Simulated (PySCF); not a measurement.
Gas-phase reaction: 3 WO2Cl2 + 2 HCl ⇌ WO2(OH)2 + 2 WOCl4

Energies from PySCF (xtb for GFN2), thermal terms from the rigid-rotor harmonic-oscillator model, ideal gas at 1 bar. † marks an energy on the PBE0/def2-TZVP geometry and frequencies; other levels use their own. MP2 freezes the core. All species are closed-shell singlets. B3LYP is the form with VWN-RPA correlation. W: scalar-relativistic def2 core potential, no spin-orbit coupling. No R ln 2 is added for the mirror-image form of WO2(OH)2. MP2 isn't extrapolated to the basis-set limit; its ΔH°(298 K) is 80.3 kJ in def2-SVP and 34.1 kJ in def2-TZVPP. The harmonic model lacks anharmonicity and excited electronic states, which grow with temperature; levels with a mode under 35 cm⁻¹ are left out. Soft modes under 120 cm⁻¹ make the harmonic entropy rough for WO2Cl2, WOCl4. Warning, point group unlike the PBE0 one: WO2(OH)2 (GFN2-xTB).

```json
[
 {"level": "B3LYP/def2-TZVP†", "ΔE electronic, kJ": "-14", "ΔH°(298 K), kJ": "5", "ΔS°(298 K), J/K": "-290", "ΔG°(1800 K), kJ": "491"},
 {"level": "GFN2-xTB", "ΔE electronic, kJ": "-379", "ΔH°(298 K), kJ": "-362", "ΔS°(298 K), J/K": "-262", "ΔG°(1800 K), kJ": "66"},
 {"level": "HF/def2-TZVP†", "ΔE electronic, kJ": "-10", "ΔH°(298 K), kJ": "10", "ΔS°(298 K), J/K": "-290", "ΔG°(1800 K), kJ": "495"},
 {"level": "M06-2X/def2-TZVP†", "ΔE electronic, kJ": "-52", "ΔH°(298 K), kJ": "-32", "ΔS°(298 K), J/K": "-290", "ΔG°(1800 K), kJ": "453"},
 {"level": "MP2/def2-SVP†", "ΔE electronic, kJ": "60", "ΔH°(298 K), kJ": "80", "ΔS°(298 K), J/K": "-290", "ΔG°(1800 K), kJ": "565"},
 {"level": "PBE0/def2-SVP†", "ΔE electronic, kJ": "-71", "ΔH°(298 K), kJ": "-51", "ΔS°(298 K), J/K": "-290", "ΔG°(1800 K), kJ": "434"},
 {"level": "PBE0/def2-TZVP", "ΔE electronic, kJ": "-51", "ΔH°(298 K), kJ": "-31", "ΔS°(298 K), J/K": "-290", "ΔG°(1800 K), kJ": "454"},
 {"level": "r2SCAN/def2-TZVP†", "ΔE electronic, kJ": "-65", "ΔH°(298 K), kJ": "-45", "ΔS°(298 K), J/K": "-290", "ΔG°(1800 K), kJ": "440"},
 {"level": "LDA/def2-TZVP†", "ΔE electronic, kJ": "-144", "ΔH°(298 K), kJ": "-124", "ΔS°(298 K), J/K": "-290", "ΔG°(1800 K), kJ": "361"}
]
```
ΔH° is lowest at GFN2-xTB and highest at MP2/def2-SVP†. No reference value is set beside these.
